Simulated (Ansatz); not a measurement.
Cost and result for the atomization energy of CH2FNSi (`F[SiH]1C=N1`) (6 atoms, 6 bonds).

```xyz
6

F    -1.3669   -1.4849    0.1741
Si   -0.5543   -0.2236   -0.3418
C     0.9811    0.2579    0.3558
N     0.0057    0.9615    0.8269
H    -1.1024    0.1757   -1.6412
H     2.0367    0.3134    0.6262
```

Charge 0, multiplicity 1. The structure was optimised at the PBE0-D4/def2-TZVP level. Program: Ansatz. All runs use 2 threads of an Arm Neoverse V1 on a shared host. Times are those of one run each, without the atoms' runs, and a repeat can differ threefold. Electronic energies, without spin–orbit coupling; frozen cores. CCSD(T)/CBS adds CCSD(T) − MP2 in def2-TZVPP to the MP2 limit, and its time is that of the two runs behind it. T1 = 0.014. B3LYP takes the VWN-RPA correlation (the form of Gaussian; ORCA's B3LYP/G). HSE06 is the plane-wave form, built on full-range PBE exchange.

CCSD(T)/CBS is a level of theory with its own doubt, some kJ/mol a heavy atom from the limit and from the frozen cores, so smaller differences don't rank the functionals.

```json
{"level": "LDA (SPW92)/def2-TZVPP", "functions": "163", "wall time": "0.85 s", "atomization (kcal/mol)": "651.3", "difference from CCSD(T)/CBS": "93.2", "per bond": "15.5"}
{"level": "CCSD(T)/def2-SVP", "functions": "70", "wall time": "1.6 s", "atomization (kcal/mol)": "509.4", "difference from CCSD(T)/CBS": "-48.7", "per bond": "-8.1"}
{"level": "HSE06-D4/def2-TZVPP", "functions": "163", "wall time": "2.2 s", "atomization (kcal/mol)": "557.6", "difference from CCSD(T)/CBS": "-0.5", "per bond": "-0.1"}
{"level": "CAM-B3LYP-D4/def2-TZVPP", "functions": "163", "wall time": "2.3 s", "atomization (kcal/mol)": "559.8", "difference from CCSD(T)/CBS": "1.7", "per bond": "0.3"}
{"level": "B3LYP-D4/def2-TZVPP (with forces)", "functions": "163", "wall time": "2.6 s", "atomization (kcal/mol)": "556.8", "difference from CCSD(T)/CBS": "-1.3", "per bond": "-0.2"}
{"level": "r2SCANh-D4/def2-TZVPP", "functions": "163", "wall time": "3.8 s", "atomization (kcal/mol)": "551.4", "difference from CCSD(T)/CBS": "-6.7", "per bond": "-1.1"}
{"level": "B2PLYP/def2-TZVPP", "functions": "163", "wall time": "3.8 s", "atomization (kcal/mol)": "552.7", "difference from CCSD(T)/CBS": "-5.4", "per bond": "-0.9"}
{"level": "PBE-QIDH/def2-TZVPP", "functions": "163", "wall time": "3.9 s", "atomization (kcal/mol)": "551.0", "difference from CCSD(T)/CBS": "-7.1", "per bond": "-1.2"}
{"level": "ωB97X-V/def2-TZVPP", "functions": "163", "wall time": "6.5 s", "atomization (kcal/mol)": "561.5", "difference from CCSD(T)/CBS": "3.4", "per bond": "0.6"}
{"level": "B97M-V/def2-TZVPP", "functions": "163", "wall time": "7 s", "atomization (kcal/mol)": "560.7", "difference from CCSD(T)/CBS": "2.6", "per bond": "0.4"}
{"level": "MP2/def2-QZVPP", "functions": "301", "wall time": "11 s", "atomization (kcal/mol)": "569.6", "difference from CCSD(T)/CBS": "11.5", "per bond": "1.9"}
{"level": "CCSD(T)/def2-TZVPP", "functions": "163", "wall time": "30 s", "atomization (kcal/mol)": "537.8", "difference from CCSD(T)/CBS": "-20.3", "per bond": "-3.4"}
{"level": "CCSD(T)/CBS(def2)", "functions": "–", "wall time": "40 s", "atomization (kcal/mol)": "558.1", "difference from CCSD(T)/CBS": "0.0", "per bond": "0.0"}
```

In def2-TZVPP, CCSD(T) changes the Hartree–Fock value by +164.8 kcal/mol (the triples alone add +12.9 kcal/mol) and MP2 by +184.2 kcal/mol; breaking electron pairs costs correlation energy, which Hartree–Fock lacks. The D4 term adds +4.1 kcal/mol with B3LYP and +2.1 kcal/mol with PBE0; it sums over pairs of atoms, weighted by their polarisabilities, and B3LYP, whose exchange is more repulsive, gets the larger term. At CCSD(T), def2-SVP lies −48.7 kcal/mol from the extrapolated value and def2-TZVPP −20.3 kcal/mol: correlation converges slowly with the basis, and small sets miss more of it in the bonded molecule than in its fragments.
